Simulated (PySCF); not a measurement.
An unknown shows these calculated signals:

1H NMR (400 MHz, computed): δ 6.03 (m, 1H), 5.91 (m, 1H), 4.68 (t, 2H), 3.81 (s, 3H), 2.30 (m, 2H).

13C{1H} NMR (computed): δ 132.5 (CH), 129.6 (CH), 54.1 (CH3), 19.5 (CH2).

- shieldings: GIAO PBE0/pcSseg-1
- geometry: GFN2-xTB
- run in PySCF 2.14
- a single conformation, one averaged value for each set of equivalent atoms, no relativistic terms, isolated molecule

δ = σ(ref) − σ, references computed at the same level: TMS for 1H and 13C.

Task: Which of these does the molecule contain: a Si–H bond, a C≡C triple bond, a carboxylic acid, a non-aromatic C=C double bond, a Si–CH3 group?

Result: 
- A Si–H bond: yes (δH 4.68 (t)).
- A C≡C triple bond: no.
- A carboxylic acid: no.
- A non-aromatic C=C double bond: yes.
- A Si–CH3 group: no.

The data belong to SMILES CO[SiH2]C/C=C\Cl, C₄H₉ClOSi; they needn't prove each group on their own.

Carbon signals by region: 2 in the sp2 and nitrile region (100–160 ppm), 1 at 50–100 ppm, 1 below 50 ppm.

Carbons that carry Cl, above all several Cl atoms, come out too deshielded, partly because spin–orbit coupling is missing. Shifts are as computed. Against solution values, carbons near 30 ppm lie about +3 ppm off and those near 130 ppm about +5 ppm; carbons on Cl a further +6 ppm. Of 1211 compounds with measured shifts, 218 miss one by over three times the rms of a fit or turn the order of signals round; such compounds aren't used in these exercises. Multiplicities follow the n + 1 count of equivalent neighbours, as no J values were calculated; m marks all less simple cases, F and P coupling included.
